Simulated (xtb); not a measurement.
Cl5Ta, charge -1, doublet, at a GFN2-xTB geometry (such geometries of metal compounds can be far from the true shape) (the multiplicity is a formal guess), atoms displaced at random by about 0.05 Å a coordinate. Base run: GFN2-xTB in xtb.

Input for xtb:
```
$ xtb mol.xyz --gfn 2 --chrg -1 --uhf 1 --opt --json

# file mol.xyz
6

Ta     0.16312868    -0.05239198    -0.02292642
Cl     1.77357333    -0.61683939     1.56375881
Cl    -1.59649978     0.70127013    -1.70076191
Cl     0.08459522     2.24229667     0.83522125
Cl     1.18354184    -1.19452651    -1.65666558
Cl    -1.45595956    -1.29780917     1.12434830
```

Variants of this job, named by their change:

| change | ΔE vs base (mEh) | optimiser steps |
|---|---|---|
| base | 0.000 | 9 |
| alpb = acetonitrile | -69.298 | 6 |
| opt level = lax | 0.002 | 7 |
| engine = inertial | 0.004 | - |
| opt level = tight | 0.000 | 10 |
| opt level = crude | 0.117 | 4 |
| alpb = chcl3 | -66.825 | 6 |
| opt level = sloppy | 0.002 | 7 |
| opt level = vtight | -0.001 | 12 |
| opt level = extreme | -0.001 | 13 |
